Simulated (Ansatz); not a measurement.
Members of the series X–O+ and X–S+; each row names its spin state. Isolated molecules, 0 K electronic values unless said otherwise. Strings in code marks are SMILES.

Quantity: adiabatic spin-state energy, in kJ/mol. The DFT solution of `O[S+]` is unstable or spin-contaminated; the geometry comes from it. HF references are unrestricted for open shells and restricted for singlets. The restricted reference of `O[S+]` is unstable towards unrestricted orbitals.

Case: `O[S+]`: multiplicity 3 minus multiplicity 1. The other species in the difference include `[S+]O` (charge +1, multiplicity 1). Geometry of `O[S+]` (charge +1, multiplicity 3, Å):

```xyz
3

O     -0.2396     0.3632     0.0000
S      1.2304    -0.0871     0.0000
H     -0.9908    -0.2760     0.0000
```

**Question.** Give the adiabatic spin-state energy at the level frozen-core CCSD(T) with HF/cc-pV5Z and the correlation energy extrapolated as X^-3 from cc-pVQZ and cc-pV5Z // B3LYP-D3(BJ)/def2-TZVP (Ansatz, an electronic-structure program).

**Answer.** -55.2 kJ/mol.
